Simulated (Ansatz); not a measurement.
BCl2, SMILES `Cl[B-]Cl` (lower singlet) (charge -1, multiplicity 1). This singlet lies 1.21 eV below the relaxed triplet at the level frozen-core CCSD(T)/aug-cc-pVTZ // B3LYP-D3(BJ)/def2-TZVPD (Ansatz, an electronic-structure program).

Cartesian coordinates (Å):
```xyz
3

Cl     1.5101    -0.3874     0.0000
B     -0.0027     0.7850     0.0000
Cl    -1.5075    -0.3976     0.0000
```
Charge -1, spin multiplicity 1.

The restricted HF start is unstable towards unrestricted orbitals.

### Question
Give the natural occupations of the active orbitals, the CASSCF energy and the corrected energy for Ansatz with frozen-core fic-MRCISD+Q@CASSCF(2e,2o)/aug-cc-pVTZ // B3LYP-D3(BJ)/def2-TZVPD.

### Answer

```yaml
natural_occupations: 1.90, 0.10
CASSCF energy: -943.7794 Ha
corrected_energy: -944.2911 Ha
weight_of_the_reference: 0.865
```
